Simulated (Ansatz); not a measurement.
CH$_{6}$GeN, SMILES `C[N][GeH3]` radical from Hartree–Fock to CCSD(T)

| atom | x (Å) | y (Å) | z (Å) |
| --- | --- | --- | --- |
| C1 | 0.5280 | 0.4082 | 1.2486 |
| N2 | 0.7115 | -0.5744 | 0.2324 |
| Ge3 | -0.4631 | -0.5018 | -1.2115 |
| H4 | 1.0765 | 0.1396 | 2.1574 |
| H5 | -0.5220 | 0.6138 | 1.5064 |
| H6 | 0.9431 | 1.3691 | 0.8983 |
| H7 | -1.8198 | 0.1184 | -0.8083 |
| H8 | -0.6534 | -1.9352 | -1.7226 |
| H9 | 0.1992 | 0.3624 | -2.3006 |

Charge 0, multiplicity 2. Correlated methods include outer-core shells of Ge, which these sets cover unevenly. Scalar relativity is left out up to krypton. Geometry: relaxed with PBE0-D4/def2-TZVP. Frozen core, unrestricted reference, the Gaussian-basis code of Ansatz.

```csv
basis,HF (Eh),MP2 corr.,CCSD corr.,(T),CCSD(T) total
def2-SVP,-2170.78445,-0.51391,-0.55408,-0.01520,-2171.35373
def2-TZVPP,-2171.16133,-0.61113,-0.65007,-0.02339,-2171.83479
def2-QZVPP,-2171.20840,-0.89911,–,–,–
```
